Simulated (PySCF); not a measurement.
Dipole response of Cr²⁺ (chromium, charge +2)

[Ar] 3d4, high-spin 5D determinant. Calculation: PySCF 2.14, in aug-cc-pwCVTZ-DK (10s9p7d4f3g, 127 functions); scalar relativity by spin-free X2C-1e. Coupled (time-dependent) response in atomic units; α is the mean over directions.

```
method  mean α (bohr³)         α xx, yy, zz  C₆ (like pair)  S(−4)
  PBE0           4.288  4.020, 4.020, 4.825           12.85  11.67
```

S(−4) is the Cauchy moment in α(ω) = α(0) + S(−4) ω² + …

α(iu) at PBE0:

```
u (hartree)  α(iu) (bohr³)
          0          4.288
     0.0500          4.259
      0.100          4.177
      0.200          3.901
      0.300          3.564
      0.500          2.946
      0.750          2.378
       1.00          1.971
       1.50          1.422
       2.00          1.070
       3.00         0.6608
       5.00         0.3205
```

A single London oscillator, α(iu) = α/(1 + u²/ω²), gives C₆ = (3/4) ω α². Matching the computed C₆ needs ω = 4 × 12.85 / (3 × 4.288²) = 0.932 hartree.

For an ion, C₆ is the dispersion term alone; charge-induced terms of lower order in 1/R come first.

The components differ because the open shell of this determinant is not spherical; for a pure term their mean is the scalar polarisability.
